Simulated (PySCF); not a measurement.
C8H7N.
Cartesian coordinates in Å at the BHandHLYP/def2-SV(P) level; atoms count from 1:
```
atom  x, y, z in Å
C1    -2.1133   -0.5086   -0.0033
C2    -1.9671    0.8925    0.2419
C3    -0.7391    1.4756    0.3191
C4     0.4168    0.6645    0.1512
C5     1.7768    0.9314    0.1711
N6     2.4185   -0.2435   -0.0499
C7     1.5470   -1.2705   -0.2142
C8     0.2696   -0.7457   -0.0955
C9    -1.0305   -1.3171   -0.1697
H10   -3.1140   -0.9271   -0.0562
H11   -2.8611    1.4960    0.3677
H12   -0.6396    2.5408    0.5054
H13    2.3205    1.8520    0.3232
H14    3.4169   -0.3413   -0.0869
H15    1.8895   -2.2779   -0.3997
H16   -1.1530   -2.3800   -0.3556
```

Method: PySCF, BHandHLYP/def2-SV(P) geometry optimisation, gas phase.

Masses are those of the commonest isotopes; rigid-rotor values at the optimised geometry. 

(1) What are A, B and C (GHz)?

(2) Classify the top.

(3) Is it planar, by Δ = Ic − Ia − Ib?

(4) List the rotational levels J(Ka,Kc) to J = 3 (MHz).

(5) Which lines would a microwave search look for?

Results:

(1) Ia = 128.48, Ib = 312.25, Ic = 440.72 u·Å²; 505379 MHz·u·Å²/I gives 3934, 1619 and 1147 MHz, that is A = 3.9336, B = 1.6185, C = 1.1467 GHz.

(2) An asymmetric top. Ray's parameter κ = (2B − A − C)/(A − C) = -0.661; −1 is the prolate and +1 the oblate limit.

(3) Planar: Δ = Ic − Ia − Ib = 0.00 u·Å². For a rigid frame Δ = −2 Σ m c², so it vanishes when all atoms lie in the ab plane; here none is more than 0.01 Å from it.

(4) Above 0(0,0):
J = 1: 1(0,1) 2765, 1(1,1) 5080, 1(1,0) 5552
J = 2: 2(0,2) 8231, 2(1,2) 10139, 2(1,1) 11554, 2(2,1) 18500, 2(2,0) 18565
J = 3: 3(0,3) 16274, 3(1,3) 17689, 3(1,2) 20514, 3(2,2) 26795, 3(2,1) 27113, 3(3,1) 39589, 3(3,0) 39595

(5) The dipole components are |μa| = 2.80 D, |μb| = 0.00 D, |μc| = 0.00 D; the symmetry axis of this C2v structure is a, so μb and μc vanish by symmetry and there are no b-type or c-type lines. Some lines, for components of 0.1 D or more:

```csv
type,branch,"J(Ka,Kc)",MHz,lower level (cm⁻¹)
a,Q,"3(2,1) ← 3(2,2)",317,0.894
a,Q,"1(1,0) ← 1(1,1)",472,0.169
a,Q,"4(2,2) ← 4(2,3)",904,1.261
a,Q,"2(1,1) ← 2(1,2)",1415,0.338
a,R,"1(0,1) ← 0(0,0)",2765,0.000
a,Q,"3(1,2) ← 3(1,3)",2825,0.590
a,Q,"4(1,3) ← 4(1,4)",4679,0.924
a,R,"2(1,2) ← 1(1,1)",5059,0.169
a,R,"2(0,2) ← 1(0,1)",5465,0.092
a,R,"3(1,3) ← 2(1,2)",7550,0.338
a,R,"3(0,3) ← 2(0,2)",8043,0.275
a,R,"3(2,2) ← 2(2,1)",8296,0.617
a,R,"3(1,2) ← 2(1,1)",8960,0.385
a,R,"4(1,4) ← 3(1,3)",10002,0.590
a,R,"4(0,4) ← 3(0,3)",10473,0.543
a,R,"4(2,3) ← 3(2,2)",11010,0.894
a,R,"4(3,2) ← 3(3,1)",11176,1.321
a,R,"4(3,1) ← 3(3,0)",11209,1.321
a,R,"4(2,2) ← 3(2,1)",11597,0.904
a,R,"4(1,3) ← 3(1,2)",11856,0.684
```

Whether it is a minimum is left open (no frequencies). Constants of a rigid frame at the computed geometry: no zero-point averaging, no centrifugal distortion. Quadrupole hyperfine structure (14N) is left out.
